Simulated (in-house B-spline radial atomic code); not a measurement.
Values are calculated unless marked as measured or tabulated.
Building a PAW s channel for S, r_c = 1.38 bohr

S, [Ne] 3s2 3p4, non-relativistic LDA (VWN5), spherical and spin-unpolarised, from a B-spline radial code for spherical atoms (atomic units; all potentials screened as in the neutral atom).

Two all-electron partial waves φ1, φ2 are integrated outwards at E1 = ε(3s) = -0.630912 and E2 = E1 + 1 hartree; φ1 is the bound orbital and φ2 has unit norm inside r_c = 1.3783 bohr. Smooth partners are polynomials, r^1(a0 + a1 r² + a2 r⁴ + a3 r⁶), matched to φ and three derivatives at r_c, with no condition on the norm. The local potential is -9.50316 + (10.8089) r² + (-5.55204) r⁴ + (1.08414) r⁶ inside 1.1285 bohr and the all-electron one outside.

| wave | φ(r_c) | φ'(r_c) | a0 | a1 | a2 | a3 |
| --- | --- | --- | --- | --- | --- | --- |
| 1 | 0.8381877 | 0.05344501 | 0.5051042 | 0.407273 | -0.2662805 | 0.04234421 |
| 2 | 1.145617 | -1.309751 | 1.326302 | 0.3454551 | -0.4786566 | 0.08402167 |

Inside r_c the overlaps are <φi φj> = [[0.34014, 0.57952], [0.57952, 1.00000]] and, for the smooth waves, [[0.37455, 0.67010], [0.67010, 1.22632]]. With χj = (Ej − T − V_local) applied to smooth wave j, the program's quadrature gives the matrix B_ij = <smooth i, χj> as [[0.71739, 1.58800], [1.49743, 3.33034]].

Question: Check the match of the first wave, and find the augmentation charges q_ij.

Answer: At r_c the four terms are 0.69619, 1.06639, -1.32452, 0.40013, which sum to 0.8382, φ1(r_c) to rounding. q_ij is the all-electron overlap less the smooth one: [[-0.03441, -0.09058], [-0.09058, -0.22632]]. The smooth first wave has a norm of 0.3745 inside r_c against 0.3401, so q11 is negative and must stay small enough for the overlap operator to be positive.

Question: B isn't symmetric. Show that D_ij = B_ij + Ej q_ij is.

Answer: Integrating by parts gives B12 − B21 = (E1 − E2) q12: 1.58800 − (1.49743) = 0.09057, and −1 × (-0.09058) = 0.09058. So D12 = 1.58800 + (0.369088)(-0.09058) = 1.55457 and D21 = 1.49743 + (-0.630912)(-0.09058) = 1.55458; D11 = 0.73910, D22 = 3.24681. The projectors, p = (B⁻¹)ᵀ χ, are dual to the smooth waves; det B = 0.011, small beside B11 B22, as the two smooth waves look alike inside r_c.

Solving (T + V_local + Σ p D p) ψ = E (1 + Σ p q p) ψ in a sphere of 9 bohr gives these levels:

```csv
all-electron,one projector,two projectors
-0.630911,-0.630911,-3.826280
0.017740,0.016699,-0.630911
0.291670,0.287524,0.017740
0.728736,0.711154,0.291670
1.315220,1.235500,0.728739
```

Question: What does the second projector gain?

Answer: With one projector the errors are 0.00, -1.04, -4.15, -17.58, -79.72 millihartree. With two a ghost lies below the reference level, so the set fails. The lowest eigenvalue of the overlap operator is 0.7848 with one and 0.1293 with two projectors. The smooth orbital alone needs a cutoff of 10.8 hartree for 1 millihartree of kinetic energy, against 23.7 for a norm-conserving Troullier-Martins orbital of the same radius, which is no gain while the set fails.
